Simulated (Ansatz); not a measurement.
Calculated with Ansatz (gas phase, PBE0-D4/def2-TZVP geometries, no zero-point term in ΔE). CCSD(T)/CBS adds triple-zeta CCSD(T) − MP2 to the extrapolated MP2 energy (def2 sets, frozen cores). Functionals use def2-TZVPP. B3LYP here is the variant with VWN-RPA as its local correlation; programs differ in this. HSE06 is defined as in plane-wave codes. For Ga outer-core shells are correlated without core-valence functions, which leaves a few kJ/mol of doubt a bond. Scalar relativity is left out up to krypton. Each species was taken in one conformer, which may not be the lowest.

`C[SiH2][GaH][NH2]` → `[NH2][GaH][CH2][SiH3]`  (isomerisation)

`C[SiH2][GaH][NH2]`:

Z-matrix (Å, degrees):
```
C
Si 1 1.882
H 1 1.092 2 110.8
H 1 1.092 2 111.0 3 -120.1
H 1 1.092 2 110.7 3 120.0
Ga 2 2.405 1 113.0 3 -178.2
H 2 1.494 1 109.0 3 -57.2
H 2 1.493 1 109.5 3 58.7
N 6 1.819 2 117.8 1 -133.8
H 6 1.571 2 127.9 1 46.2
H 9 1.006 6 124.2 2 -178.7
H 9 1.006 6 124.0 2 -0.1
```

`[NH2][GaH][CH2][SiH3]`:

```xyz
12

N     0.641   -1.515   -1.516
Ga    0.447    0.286   -1.376
C    -0.736    0.930    0.060
Si   -0.241    0.310    1.745
H     1.221   -1.966   -2.202
H     0.211   -2.178   -0.894
H     1.234    1.170   -2.395
H    -1.751    0.576   -0.155
H    -0.760    2.022    0.052
H     1.160    0.707    2.062
H    -0.310   -1.177    1.787
H    -1.116    0.836    2.831
```

| level | ΔE (kJ/mol) | difference from CCSD(T)/CBS |
| --- | --- | --- |
| LDA (SPW92) | 21.8 | 11.5 |
| PBE-D4 | 25.6 | 15.3 |
| revPBE-D4 | 23.7 | 13.4 |
| BLYP-D4 | 20.6 | 10.3 |
| r2SCAN-D4 | 18.8 | 8.5 |
| B97M-V | 21.3 | 11.0 |
| B3LYP-D4 | 18.0 | 7.7 |
| r2SCANh-D4 | 17.9 | 7.6 |
| r2SCAN0-D4 | 16.5 | 6.2 |
| HSE06-D4 | 21.6 | 11.3 |
| BHLYP-D4 | 13.5 | 3.2 |
| CAM-B3LYP-D4 | 14.1 | 3.8 |
| ωB97X-V | 14.2 | 3.9 |
| ωB97M-V | 12.6 | 2.3 |
| B2PLYP | 15.0 | 4.7 |
| PBE-QIDH | 13.7 | 3.4 |
| PBE | 27.8 | 17.5 |
| revPBE | 29.7 | 19.4 |
| BLYP | 25.3 | 15.0 |
| r2SCAN | 19.3 | 9.0 |
| PBE0 | 23.3 | 13.0 |
| B3LYP | 21.4 | 11.1 |
| r2SCANh | 18.4 | 8.1 |
| r2SCAN0 | 17.1 | 6.8 |
| HSE06 | 23.2 | 12.9 |
| BHLYP | 15.9 | 5.6 |
| CAM-B3LYP | 15.9 | 5.6 |
| LC-ωPBE | 16.0 | 5.7 |
| RPA@PBE/def2-TZVPP | 9.6 | -0.7 |
| MP2/def2-SVP | 7.0 | -3.3 |
| CCSD/def2-SVP | 12.7 | 2.4 |
| CCSD(T)/def2-SVP | 12.8 | 2.5 |
| HF/def2-TZVPP | 10.1 | -0.2 |
| MP2/def2-TZVPP | 4.5 | -5.8 |
| SCS-MP2/def2-TZVPP | 5.5 | -4.8 |
| CCSD/def2-TZVPP | 10.5 | 0.2 |
| CCSD(T)/def2-TZVPP | 10.4 | 0.1 |
| MP2/def2-QZVPP | 4.3 | -6.0 |
| HF/CBS(def2) | 9.7 | -0.6 |
| MP2/CBS(def2) | 4.4 | -5.9 |
| CCSD(T)/CBS | 10.3 | 0 |

Largest T1 diagnostic among the species: 0.014.

Leaving LDA and LC-ωPBE aside and taking each functional with its dispersion term where it has one, the values spread over 13.0 kJ/mol, from ωB97M-V to PBE-D4. LDA lies −6.0 kJ/mol from PBE without D4. From BLYP to BHLYP (50 % exact exchange), in def2-TZVPP and without D4, ΔE moves by −9.4 kJ/mol. The D4 term adds −3.4 kJ/mol with B3LYP and −1.8 kJ/mol with PBE0; it sums over pairs of atoms, weighted by their polarisabilities, and B3LYP, whose exchange is more repulsive, gets the larger term.

CCSD(T)/CBS has its own doubt, a few kJ/mol and more with outer-core shells, so smaller differences from it don't rank the levels.
